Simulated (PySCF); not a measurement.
Al(Cl)(NH2)2 (AlClH₄N₂), SMILES [NH2][Al]([NH2])[Cl]. Atoms are numbered in the order given.

```xyz
8

Al     0.0000     0.0000     0.4132
Cl     0.0000     0.0000    -1.6950
N      0.0000    -1.5556     1.2442
H      0.0000    -2.4484     0.7655
H      0.0000    -1.6968     2.2470
N      0.0000     1.5556     1.2442
H      0.0000     1.6968     2.2470
H      0.0000     2.4484     0.7655
```
Charge 0, spin multiplicity 1.

Geometry: PBE0-D3(BJ)/def2-SVP. Other conformers were not sampled.

Level of theory: TDDFT-B3LYP/def2-SVPD (PySCF).

Vertical excitations.  State labels are in the subgroup C2v.

```tsv
state	symmetry	energy (eV)	λ (nm)	f	main pairs
S1	A2	5.28	235	0.000	HOMO→LUMO 99 %
S2	B1	5.91	210	0.069	HOMO−1→LUMO 98 %
S3	A2	6.93	179	0.000	HOMO→LUMO+2 95 %
S4	B2	6.95	178	0.000	HOMO−2→LUMO 71 %, HOMO→LUMO+1 27 %
S5	B1	7.08	175	0.042	HOMO→LUMO+3 87 %
S6	B2	7.14	174	0.186	HOMO→LUMO+1 69 %, HOMO−2→LUMO 28 %
S7	B1	7.27	171	0.072	HOMO−3→LUMO 87 %
S8	B1	7.55	164	0.012	HOMO−1→LUMO+2 83 %
S9	A1	7.56	164	0.065	HOMO−1→LUMO+1 95 %
S10	A2	7.59	163	0.000	HOMO−1→LUMO+3 52 %, HOMO→LUMO+4 42 %
T1	A2	5.02	247	0	HOMO→LUMO 96 %
T2	B1	5.52	224	0	HOMO−1→LUMO 92 %
T3	B2	6.07	204	0	HOMO→LUMO+1 97 %
T4	A1	6.56	189	0	HOMO−1→LUMO+1 96 %
```
Triplets are in the Tamm–Dancoff approximation, which puts them higher than full response would, so one can lie above its singlet here.
